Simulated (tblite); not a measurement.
Compound: C5H8BClF2.
Atom-mapped SMILES: `[F:1][B:2]([F:3])[C@H:4]1[CH2:5][C@H:6]([CH2:7][Cl:8])[CH2:9]1` (hydrogens: H10 on C4; H11, H12 on C5; H13 on C6; H14, H15 on C7; H16, H17 on C9)

Computed with GFN2-xTB (tblite), gas phase: L-BFGS steps from a force-field or distance-geometry start until the largest atomic force falls under 0.01 eV/Å.

Geometry at step 13:
```
atom  x, y, z in Å
F1      2.9130   -0.2111   -1.4647
B2      2.3240    0.2374   -0.3754
F3      2.6631    1.4667   -0.0455
C4      1.2083   -0.5809    0.3825
C5      0.1993    0.3102    1.1291
C6     -0.6442    0.3487   -0.1584
C7     -2.1482    0.3425   -0.0043
Cl8    -2.9704    0.4532   -1.5867
C9      0.0669   -0.9416   -0.6007
H10     1.6055   -1.4048    0.9733
H11     0.5758    1.2501    1.5160
H12    -0.3236   -0.2198    1.9216
H13    -0.3456    1.1925   -0.7819
H14    -2.4957   -0.5777    0.4623
H15    -2.4858    1.2038    0.5727
H16     0.3472   -1.0332   -1.6441
H17    -0.4968   -1.8240   -0.3058
```

**Question.** Give the atomic forces at this geometry.

**Answer.** 
```json
{"atom": "F1", "Fx (eV/Å)": "0.084", "Fy (eV/Å)": "0.012", "Fz (eV/Å)": "0.053"}
{"atom": "B2", "Fx (eV/Å)": "0.031", "Fy (eV/Å)": "0.030", "Fz (eV/Å)": "-0.027"}
{"atom": "F3", "Fx (eV/Å)": "0.091", "Fy (eV/Å)": "-0.014", "Fz (eV/Å)": "-0.010"}
{"atom": "C4", "Fx (eV/Å)": "-0.136", "Fy (eV/Å)": "-0.076", "Fz (eV/Å)": "0.085"}
{"atom": "C5", "Fx (eV/Å)": "-0.109", "Fy (eV/Å)": "0.127", "Fz (eV/Å)": "0.039"}
{"atom": "C6", "Fx (eV/Å)": "-0.030", "Fy (eV/Å)": "0.032", "Fz (eV/Å)": "-0.018"}
{"atom": "C7", "Fx (eV/Å)": "-0.036", "Fy (eV/Å)": "-0.012", "Fz (eV/Å)": "0.056"}
{"atom": "Cl8", "Fx (eV/Å)": "0.063", "Fy (eV/Å)": "-0.039", "Fz (eV/Å)": "-0.037"}
{"atom": "C9", "Fx (eV/Å)": "-0.076", "Fy (eV/Å)": "0.004", "Fz (eV/Å)": "-0.095"}
{"atom": "H10", "Fx (eV/Å)": "0.028", "Fy (eV/Å)": "-0.124", "Fz (eV/Å)": "-0.064"}
{"atom": "H11", "Fx (eV/Å)": "-0.010", "Fy (eV/Å)": "0.149", "Fz (eV/Å)": "-0.013"}
{"atom": "H12", "Fx (eV/Å)": "0.043", "Fy (eV/Å)": "-0.066", "Fz (eV/Å)": "0.030"}
{"atom": "H13", "Fx (eV/Å)": "0.024", "Fy (eV/Å)": "0.013", "Fz (eV/Å)": "-0.041"}
{"atom": "H14", "Fx (eV/Å)": "-0.027", "Fy (eV/Å)": "-0.036", "Fz (eV/Å)": "0.051"}
{"atom": "H15", "Fx (eV/Å)": "0.025", "Fy (eV/Å)": "-0.005", "Fz (eV/Å)": "0.039"}
{"atom": "H16", "Fx (eV/Å)": "-0.041", "Fy (eV/Å)": "0.036", "Fz (eV/Å)": "-0.124"}
{"atom": "H17", "Fx (eV/Å)": "0.078", "Fy (eV/Å)": "-0.030", "Fz (eV/Å)": "0.075"}
```

The largest, 0.18 eV/Å, acts on C4; the rms over all components is 0.063 eV/Å. The forces sum to zero within rounding, as they must for an isolated molecule in no field.

**Question.** Give the force on C4 in Eh/bohr and in nN.

**Answer.** 0.177 eV/Å ÷ 51.422 = 0.00345 Eh/bohr, and 0.177 eV/Å × 1.602 = 0.28 nN.

**Question.** How far is this geometry from the end of the optimisation?

**Answer.** 0.078 eV above it, and 0.401 Å rms away after alignment. The bonds farthest from their final lengths, with half the difference of the two atoms' forces along the bond (positive lengthens):

```
  bond  now (Å)  final (Å)  force along bond (eV/Å)
 C4–C9    1.549      1.555                    +0.03
 C4–C5    1.539      1.545                    +0.04
C4–H10    1.089      1.092                    +0.01
C5–H11    1.084      1.087                    +0.02
C9–H16    1.084      1.087                    +0.02
 C6–C7    1.512      1.514                    +0.01
```

The angle farthest from its final value is B2–C4–C9, 109.7° against 114.5°.

What follows is the cost of the whole relaxation. Time: 1.0 s. Hardware: one thread of an Arm Neoverse N1, shared host with 64 logical CPUs at a one-minute load of 57.
